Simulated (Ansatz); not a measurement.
A structure relaxed at PBE-D4/def2-SVP in Ansatz, charge 0, singlet:

Cartesian coordinates in Å:
```
Ti -0.779 -0.665 0.265
Ti 0.778 0.665 -0.266
Cl 0.953 -1.559 -1.112
Cl -0.952 1.559 1.112
```

Question: Give its formula and point group.

Answer: the cluster Ti2Cl2. Point group D2h (tolerance 0.1 Å).

Question: Summarise the bond lengths by kind (pairs closer than 1.2 times the sum of covalent radii, bridged metal pairs left out).

Answer: 4 × Cl–Ti 2.39 Å.

The restricted singlet is unstable towards broken spin symmetry at other levels; at PBE-D4/def2-SVP this wasn't settled. At PBE-D4/def2-SVP a triplet of charge 0 lies 0.34 eV below the restricted singlet, each at its own geometry. The structure comes from a short search, and lower isomers may exist.
